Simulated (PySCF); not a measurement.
# SnOF₂ + NH₃ → SnN(OH) + 2 HF

Level: PBE0 in the def2-TZVP basis family, computed in PySCF with density fitting; scalar-relativistic core potentials for atoms from Rb on, none lighter, no spin–orbit coupling; open shells unrestricted.

```tsv
species	state and structure	E (Eh)	ZPE (kJ/mol)	H(298 K) − H(0) (kJ/mol)	S° (J/(mol K))
SnOF₂	singlet, C2v, Sn–F 1.893 Å (×2), Sn–O 1.810 Å; F–Sn–F 97.5°, F–Sn–O 131.2° (×2)	-489.07232	15.7	15.7	311.0
NH₃	singlet, C3v, N–H 1.013 Å (×3); H–N–H 107.1° (×3)	-56.51312	90.6	10.0	192.4
SnN(OH)	singlet, Cs, O–H 0.963 Å, Sn–N 1.820 Å, Sn–O 1.946 Å; H–O–Sn 113.0°, N–Sn–O 173.7°	-344.66533	38.2	14.5	290.7
HF	singlet, C∞v, H–F 0.920 Å	-100.39188	24.9	8.7	173.6
```

Problem. What is the electronic reaction energy?

Solution. At PBE0/def2-TZVP, ΔE = 358.0 kJ/mol from the differences of the total energies times 2625.5, uphill. 

Problem. Add zero-point, thermal and entropy terms for 298.15 K and 1 bar.

Solution. ΔZPE = -18.3 and Δ[H(298) − H(0)] = 6.2 kJ/mol give ΔH° = 345.9 kJ/mol. ΔS° = 134.5 J/(mol K), so ΔG° = 345.9 − 298.15 × (0.1345) = 306 kJ/mol. ΔG° would change sign near 2570 K if ΔH° and ΔS° stayed fixed.

Only the bonding shown was studied: isomers, or loss of a ligand pair, can lie lower.
